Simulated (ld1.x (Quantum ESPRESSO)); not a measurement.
# Logarithmic derivatives: copper (Cu), RRKJ

copper (Cu), norm-conserving RRKJ (Kleinman–Bylander form), made with ld1.x (Quantum ESPRESSO) 7.5 (LDA (PZ), scalar-relativistic). Core [Ne], reference 3s2 3p6 3d10 4s0 4p0 (charge +1). Waves: 3s (bound): rc 0.95 bohr; 3p (bound): rc 0.75 bohr; 3d (bound): rc 0.70 bohr. Local part: all-electron potential smoothed inside 0.70 bohr (lloc = -1). Core correction: a·sin(br)/r model core inside 0.65 bohr.

The phase is arctan(r·u′/u) with u = r·R(r), unwrapped; energies in Ry, scanned from -11 to 5 Ry. A pole is an energy at which the radial function vanishes at the test radius. The pseudo phase is shifted by a multiple of π to meet the all-electron one at the reference energy, and phase errors are pseudo minus all-electron; the curves can meet again beyond the range given. Levels narrower than the energy grid can be missing from the lists of poles.

Task: For each channel, where are the poles, and over which energies does the pseudopotential scatter like the atom?

Result:

```csv
channel,radius (bohr),reference energy (Ry),"poles, all-electron","poles, pseudo",unbroken range about the reference energy with phases within 0.05 rad,phase error 1 Ry above the reference energy (rad)
s,1.05,-9.03,-5.59,-5.65,below 2.9,-0.001
p,1.05,-5.93,-2.20,-2.21,the whole range,-0.000
d,1.05,-1.03,2.76,2.79,the whole range,+0.000
```

Phases in the p channel:

| E (Ry) | all-electron | pseudo |
| --- | --- | --- |
| -11.00 | 1.049 | 1.048 |
| -10.76 | 1.026 | 1.025 |
| -10.52 | 1.000 | 0.999 |
| -10.28 | 0.971 | 0.970 |
| -10.04 | 0.938 | 0.936 |
| -9.80 | 0.899 | 0.898 |
| -9.56 | 0.854 | 0.853 |
| -9.32 | 0.802 | 0.800 |
| -9.08 | 0.739 | 0.738 |
| -8.84 | 0.664 | 0.663 |
| -8.60 | 0.575 | 0.573 |
| -8.36 | 0.467 | 0.465 |
| -8.12 | 0.337 | 0.335 |
| -7.88 | 0.184 | 0.182 |
| -7.64 | 0.011 | 0.009 |
| -7.40 | -0.177 | -0.179 |
| -7.16 | -0.366 | -0.368 |
| -6.92 | -0.545 | -0.546 |
| -6.68 | -0.704 | -0.705 |
| -6.44 | -0.841 | -0.841 |
| -6.20 | -0.955 | -0.955 |
| -5.96 | -1.050 | -1.050 |
| -5.72 | -1.129 | -1.129 |
| -5.48 | -1.195 | -1.195 |
| -5.24 | -1.250 | -1.250 |
| -5.00 | -1.298 | -1.298 |
| -4.76 | -1.339 | -1.339 |
| -4.52 | -1.374 | -1.374 |
| -4.28 | -1.405 | -1.405 |
| -4.04 | -1.432 | -1.433 |
| -3.80 | -1.457 | -1.457 |
| -3.56 | -1.479 | -1.479 |
| -3.32 | -1.498 | -1.499 |
| -3.08 | -1.516 | -1.517 |
| -2.84 | -1.533 | -1.533 |
| -2.60 | -1.548 | -1.549 |
| -2.36 | -1.562 | -1.563 |
| -2.12 | -1.575 | -1.576 |
| -1.88 | -1.587 | -1.588 |
| -1.64 | -1.599 | -1.600 |
| -1.40 | -1.609 | -1.611 |
| -1.16 | -1.620 | -1.621 |
| -0.92 | -1.629 | -1.631 |
| -0.68 | -1.639 | -1.640 |
| -0.44 | -1.648 | -1.649 |
| -0.20 | -1.656 | -1.658 |
| 0.04 | -1.665 | -1.666 |
| 0.28 | -1.673 | -1.674 |
| 0.52 | -1.680 | -1.682 |
| 0.76 | -1.688 | -1.690 |
| 1.00 | -1.695 | -1.697 |
| 1.24 | -1.703 | -1.705 |
| 1.48 | -1.710 | -1.712 |
| 1.72 | -1.717 | -1.719 |
| 1.96 | -1.724 | -1.726 |
| 2.20 | -1.731 | -1.734 |
| 2.44 | -1.738 | -1.741 |
| 2.68 | -1.744 | -1.748 |
| 2.92 | -1.751 | -1.755 |
| 3.16 | -1.758 | -1.762 |
| 3.40 | -1.765 | -1.769 |
| 3.64 | -1.772 | -1.776 |
| 3.88 | -1.779 | -1.783 |
| 4.12 | -1.786 | -1.791 |
| 4.36 | -1.793 | -1.798 |
| 4.60 | -1.800 | -1.806 |
| 4.84 | -1.808 | -1.814 |
